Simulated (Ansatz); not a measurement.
`N[SiH2][SiH](F)[SiH3]` at its PBE0-D4/def2-TZVP geometry, where that method's forces vanish. Charge 0, multiplicity 1.

| atom | x (Å) | y (Å) | z (Å) |
| --- | --- | --- | --- |
| N1 | 1.6577 | -1.1064 | -2.0968 |
| Si2 | 0.3389 | -0.2220 | -1.4220 |
| Si3 | 0.2401 | -0.1265 | 0.9306 |
| F4 | 0.2002 | -1.6323 | 1.5232 |
| Si5 | -1.6136 | 1.0680 | 1.7333 |
| H6 | 1.6448 | -2.1125 | -2.0323 |
| H7 | 2.5960 | -0.7603 | -1.9691 |
| H8 | -0.9195 | -0.8407 | -1.9195 |
| H9 | 0.4223 | 1.1880 | -1.8962 |
| H10 | 1.4806 | 0.5094 | 1.4678 |
| H11 | -1.6497 | 1.0983 | 3.2203 |
| H12 | -2.8815 | 0.4717 | 1.2335 |
| H13 | -1.5163 | 2.4654 | 1.2273 |

Question: For each bond, give half the difference of the two atoms' forces along it (eV/Å; positive pushes the atoms apart) under PBE-D4, r2SCAN-D4, B3LYP-D4, ωB97M-V in def2-TZVPP. (Best estimate.)

Answer: The calculation gave: 
| bond | length (Å) | PBE-D4 | r2SCAN-D4 | B3LYP-D4 | ωB97M-V |
| --- | --- | --- | --- | --- | --- |
| N1–Si2 | 1.725 | 0.13 | 0.04 | 0.12 | 0.12 |
| N1–H6 | 1.008 | 0.20 | 0.01 | -0.01 | -0.03 |
| N1–H7 | 1.008 | 0.21 | 0.02 | -0.01 | -0.03 |
| Si2–Si3 | 2.357 | -0.19 | -0.01 | 0.01 | -0.04 |
| Si2–H8 | 1.488 | 0.07 | -0.02 | -0.10 | -0.13 |
| Si2–H9 | 1.490 | 0.06 | -0.02 | -0.10 | -0.13 |
| Si3–F4 | 1.619 | 0.53 | 0.05 | 0.20 | 0.20 |
| Si3–Si5 | 2.347 | -0.15 | -0.01 | 0.07 | 0.03 |
| Si3–H10 | 1.494 | 0.07 | -0.02 | -0.12 | -0.15 |
| Si5–H11 | 1.488 | 0.09 | -0.01 | -0.07 | -0.11 |
| Si5–H12 | 1.488 | 0.09 | -0.01 | -0.07 | -0.10 |
| Si5–H13 | 1.489 | 0.09 | -0.02 | -0.06 | -0.09 |

B3LYP here is the variant with VWN-RPA as its local correlation; programs differ in this.

Program: Ansatz 0.2.0.
